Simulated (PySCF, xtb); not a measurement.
Ge(OH)3(OMe) (CH₆GeO₄), SMILES [OH][Ge]([OH])([O]C)[OH].

GFN2-xTB (xtb) at its own geometry gives an orbital gap of 7.03 eV and a dipole moment of 0.44 D.

The structure is a stationary point at B3LYP-D3(BJ)/def2-SVP. The values are those of a single conformer.

### Question
What does PBE0/def2-TZVP in PySCF give? (Estimate from the structure and the level; the computed values follow.)

### Answer
gap 8.04 eV (levels -8.28 and -0.24 eV), dipole 0.52 D.
